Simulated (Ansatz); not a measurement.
Harmonic frequencies (cm⁻¹) at PBE0-D4/def2-TZVP from Ansatz: 65, 100, 211, 295, 325, 368, 390, 455, 458, 543, 560, 608, 620, 642, 710, 763, 884, 886, 2212, 2220, 2224, 2245, 2252, 2696.

Each molecule was computed in one conformer, which needn't be the lowest.

**Question.** Which molecule is it?
A. `S[SiH]1[SiH2][SiH2]1`
B. `N/C=C/CBr`
C. `[SiH3][SiH]1[SiH2]S1`
D. `[SiH3]BS[SiH3]`

**Answer.** A.
